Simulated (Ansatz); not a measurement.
[AgCl4]- (AgCl4⁻), relaxed as a singlet with RKS r2SCAN-D4/def2-SVPD in Ansatz, starting from the GFN2-xTB geometry. Force threshold 0.02 eV/Å.

In the def2 sets Ag takes a core potential; there is no spin–orbit coupling. The relaxation made no stability test and no search for a lower SCF solution.

Start:

```csv
atom,x (Å),y (Å),z (Å)
Ag1,-0.001,0.000,0.001
Cl2,-1.961,0.624,-0.994
Cl3,0.630,2.192,0.133
Cl4,1.961,-0.623,0.993
Cl5,-0.628,-2.193,-0.133
```

(1) Estimate the energy that the relaxation releases and the steps that it takes.

(2) Does the start keep its bonding and symmetry?

(3) Predict the relaxed structure.

Results:

(1) 0.08 eV, in 3 steps; 8.5 s on 4 threads of Arm Neoverse V1 on a shared host. No frequencies were taken in this run, so the end may be a saddle point.

(2) By distances, no bond broke or formed. The bond that changes most is Ag1–Cl5, from 2.28 to 2.34 Å (atoms count from 1). Point group D4h at the start, D4h at the end, both within 0.05 Å.

(3) 
Cartesian coordinates in Å:
```
Ag -0.0003 -0.0001 -0.0002
Cl -2.0093 0.6393 -1.0185
Cl 0.6449 2.2464 0.1363
Cl 2.0089 -0.6385 1.0181
Cl -0.6443 -2.2470 -0.1358
```
Bond lengths: 4 × Ag–Cl 2.34 Å.
